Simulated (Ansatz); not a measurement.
Total energies of HI+ (`[IH+]`) radical.

Cartesian coordinates in Å:
```
I -0.087 0.419 0.696
H 0.087 -0.419 -0.696
```

Total charge 1; spin multiplicity 2. Correlated methods include outer-core shells of I, which these sets cover unevenly. I: def2 effective core potential. All single points use the PBE0-D4/def2-TZVP geometry. Basis def2-TZVPP, Ansatz 0.2.0.

RPA on PBE orbitals: Hartree–Fock energy of these orbitals -296.87798 Eh, correlation -0.61279 Eh (frozen core).

| functional | kind | energy without D4 (Eh) | D4 term (kJ/mol) |
| --- | --- | --- | --- |
| LDA (SPW92) | LDA | -297.47829 | – |
| PBE | GGA | -297.90514 | -0.7 |
| r2SCAN | meta-GGA | -298.03288 | -0.1 |
| PBE0 | global hybrid, 25 % exact exchange | -297.93032 | -0.5 |
| B3LYP | global hybrid, 20 % | -298.01575 | -1.1 |
| r2SCANh | meta-GGA hybrid, 10 % | -298.02241 | -0.1 |
| HSE06 (plane-wave form) | screened hybrid | -297.92864 | -0.5 |
| BHLYP | global hybrid, 50 % | -297.87218 | -0.8 |
| CAM-B3LYP | range-separated hybrid | -297.92048 | -0.5 |
| LC-ωPBE | long-range corrected hybrid | -297.95705 | – |
| ωB97X-V | range-separated hybrid GGA with VV10 | -297.90435 | – |
| ωB97M-V | range-separated hybrid meta-GGA with VV10 | -297.89689 | – |
| B2PLYP | double hybrid | -297.75065 | – |
| PBE-QIDH | double hybrid | -297.77508 | – |

(1) Give the same for revPBE, BLYP, B97M-V, r2SCAN0. (Estimate.)

B3LYP takes the VWN-RPA correlation (the form of Gaussian; ORCA's B3LYP/G). HSE06 is the plane-wave form, built on full-range PBE exchange. The double hybrids freeze the cores in their second-order part.

Results:

(1) The calculation gave: 
```tsv
functional	kind	energy without D4 (Eh)	D4 term (kJ/mol)
revPBE	GGA	-297.96591	-2.2
BLYP	GGA	-297.86843	-1.5
B97M-V	meta-GGA with VV10	-297.90676	–
r2SCAN0	meta-GGA hybrid, 25 %	-298.00693	-0.2
```

LC-ωPBE has ω = 0.4 bohr⁻¹.
